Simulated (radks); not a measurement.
Results of a calculation; reference values are marked as such.
Task: Species: Zr+. Configuration: [Ar] 3d10 4s2 4p5 4d2 5s2 (not the ground configuration). Code: a radial shooting solver on a logarithmic mesh with Libxc functionals. Model: scalar-relativistic Kohn-Sham, BLYP, spin-polarised, spherical densities, finite nucleus; open shells are filled with parallel spins first (spin-orbit coupling, left out, can overturn this in heavy ions); Fermi nuclear charge, rms radius 4.2694 fm. Some entries of the table are withheld. Estimate them.

orbital,occ.,eigenvalue (eV),<r^2> (bohr^2)
1s up,1,-17842.19,0.001853
1s down,1,-17842.05,0.001853
2s up,1,-2483.741,0.03117
2s down,1,-2483.456,0.03117
2p up,3,-2216.747,0.02454
2p down,3,-2216.461,0.02454
3s up,1,-417.7510,0.2411
3s down,1,-417.4653,0.2410
3p up,3,-330.7900,0.2490
3p down,3,-330.4722,0.2488
3d up,5,-187.9678,0.2477
3d down,5,-187.5697,0.2470
4s up,1,-67.0789,1.627
4s down,1,-64.8252,1.623
4p up,3,-44.6089,2.050
4p down,2,-42.2957,2.063
4d up,2,-13.8027,(1)
4d down,0,-11.9174,(2)
5s up,1,-11.5016,11.52
5s down,1,-10.8782,12.23

Result: 
(1) 4d up <r^2> (bohr^2): 4.340
(2) 4d down <r^2> (bohr^2): 4.816
